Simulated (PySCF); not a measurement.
GeH₆N₂ (calculated)

All values are calculated (PySCF 2.14.0). Calculation on a computer-drawn molecule: the log of a Hartree-Fock and frozen-core CCSD(T) single point meant for a local Hartree-Fock minimum, with one planted fault or none, to be diagnosed. Offsets are logged minus clean, where the clean run is the same molecule without the fault. The reference is restricted for singlets and unrestricted otherwise, and also for a bond in bohr or an excited solution. Adding or removing an electron swaps singlet and doublet. The excited solution moves the top pair (singlet) or top alpha electron (doublet) to the lowest empty orbital. Highest occupied and lowest empty are orbital energies over both spins, largest force is the largest gradient component, triples share is (T) over the correlation energy, the T1 limit is 0.02 restricted and 0.045 unrestricted, electrons count all cores, a negative frequency is imaginary (commonest isotopes), and the dipole is about the centre of nuclear charge; on germanium a core potential holds 10 electrons, which the energies leave out, and 3d is frozen in MP2 and coupled-cluster steps.

Common to all runs: meant charge 0; meant multiplicity 1; meant basis cc-pVDZ; meant basis and core potential on germanium cc-pVDZ-PP ECP10MDF; logged electrons 52; logged basis functions 81; logged SCF converged yes; logged CC converged yes; logged SCF stable within its kind yes; possible faults no fault, one electron removed, one electron added, multiplicity raised by two, geometry at a saddle point, SCF held on an excited solution, minimal basis STO-3G, one bond length entered in bohr, all coordinates scaled.

(1) GeH₆N₂

Logged structure:
```xyz
9
GeH6N2
N      0.8330    -0.2650     2.9468
Ge     2.5898    -0.2329     2.3949
N      3.1699     1.2428     1.4582
H      0.1526    -0.2605     2.2059
H      0.5795     0.4520     3.6052
H      4.1997    -0.3719     4.7855
H      2.7757    -1.4329     1.4693
H      2.7240     1.3855     0.5680
H      3.1366     2.1110     1.9651
```

| Property | Result |
| --- | --- |
| logged spin squared | 0.8386 |
| logged highest occupied | -8.9275 eV |
| logged lowest empty | 1.8706 eV |
| logged largest force | 0.0081382 hartree/bohr |
| logged T1 diagnostic | 0.044311 |
| logged D1 diagnostic | 0.20822 |
| logged triples share | 0.03091 |
| logged dipole magnitude | 2.5129 debye |
| logged energy HF | -405.67891 hartree |
| logged energy CCSD(T) | -406.16703 hartree |
| planted fault | one bond length entered in bohr, row 5 of the drawn bonds |
| HF energy offset from clean run | 67.94 kcal/mol |
| CCSD(T) energy offset from clean run | 74.87 kcal/mol |

Drawn bonds:
```tsv
atom	other atom	order
1	2	1
2	3	1
1	4	1
1	5	1
2	6	1
2	7	1
3	8	1
3	9	1
```

(2) GeH₆N₂

Logged structure:
```xyz
9
GeH6N2
N      0.8330    -0.2650     2.9468
Ge     2.5898    -0.2329     2.3949
N      3.1699     1.2428     1.4582
H      0.1526    -0.2605     2.2059
H      0.5795     0.4520     3.6052
H      3.4417    -0.3064     3.6600
H      2.7757    -1.4329     1.4693
H      2.7240     1.3855     0.5680
H      3.1366     2.1110     1.9651
```

| Item | Value |
| --- | --- |
| logged spin squared | 2.0153 |
| logged highest occupied | -2.688 eV |
| logged lowest empty | 0.35244 eV |
| logged largest force | 0.063832 hartree/bohr |
| logged T1 diagnostic | 0.037049 |
| logged D1 diagnostic | 0.2057 |
| logged triples share | 0.029838 |
| logged dipole magnitude | 0.52405 debye |
| logged energy HF | -405.57066 hartree |
| logged energy CCSD(T) | -406.05748 hartree |
| planted fault | multiplicity raised by two |
| HF energy offset from clean run | 135.9 kcal/mol |
| CCSD(T) energy offset from clean run | 143.6 kcal/mol |

Drawn bonds:
```tsv
atom	other atom	order
1	2	1
2	3	1
1	4	1
1	5	1
2	6	1
2	7	1
3	8	1
3	9	1
```
